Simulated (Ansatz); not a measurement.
`[Li][O][Si](C)(C)C`, one more setting.

```yaml
crystal:
  periodic: [false, false, false]
  atoms:
    - {symbol: Li, position_ang: [2.143364, -0.702222, 2.718551]}
    - {symbol: O, position_ang: [1.161960, -0.382818, 1.475582]}
    - {symbol: Si, position_ang: [0.187489, -0.065039, 0.241276]}
    - {symbol: C, position_ang: [-1.363483, -1.131902, 0.299458]}
    - {symbol: C, position_ang: [1.038822, -0.391742, -1.406626]}
    - {symbol: C, position_ang: [-0.362786, 1.736135, 0.247843]}
    - {symbol: H, position_ang: [-1.107062, -2.194898, 0.261971]}
    - {symbol: H, position_ang: [-2.032733, -0.920349, -0.540039]}
    - {symbol: H, position_ang: [-1.922308, -0.957271, 1.223761]}
    - {symbol: H, position_ang: [0.379374, -0.177186, -2.253090]}
    - {symbol: H, position_ang: [1.932420, 0.230429, -1.513898]}
    - {symbol: H, position_ang: [1.350868, -1.437600, -1.483598]}
    - {symbol: H, position_ang: [0.498678, 2.407185, 0.179339]}
    - {symbol: H, position_ang: [-1.027608, 1.959946, -0.591994]}
    - {symbol: H, position_ang: [-0.898793, 1.976632, 1.170867]}
basis:
  gaussian: {orbitals: "6-31G*", fitting: {mean_field: cc-pVTZ-jkfit}, final_grid: {core_spheres: 20, valence_spheres: 16, degree: 47}}
hamiltonian: {xc: {name: B97M-V}}
output: {forces: true}
```

```sh
$ ansatz run in.yaml --threads 2 --pin off --events-out ev --progress --plain --max-ram 32768MiB --backend cpu
```

Shortened log:

```
Functional definition: B97M-V
Error: <dir> the basis set cc-pVTZ-JKFIT has no functions for Li
```
